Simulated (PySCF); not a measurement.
S4, SMILES S=S(=S)=S.

Coordinates come from a ωB97X-D3(BJ)/def2-SVP optimisation.

These are B3LYP/def2-TZVPD run with PySCF values and carry that method's errors.

Symmetry labels are those of the subgroup C2v that the program uses (full group D3h).

Computed valence orbital energies around the gap with their symmetry:
| orbital | symmetry | energy (eV) |
|---|---|---|
| HOMO−7 | A1 | -12.57 |
| HOMO−6 | B1 | -12.57 |
| HOMO−5 | B2 | -12.31 |
| HOMO−4 | A1 | -8.50 |
| HOMO−3 | B1 | -8.50 |
| HOMO−2 | B2 | -8.05 |
| HOMO−1 | A2 | -8.05 |
| HOMO | B1 | -7.07 |
| LUMO | B2 | -4.30 |
| LUMO+1 | A1 | -2.72 |
| LUMO+2 | A1 | -0.34 |
| LUMO+3 | B1 | -0.34 |
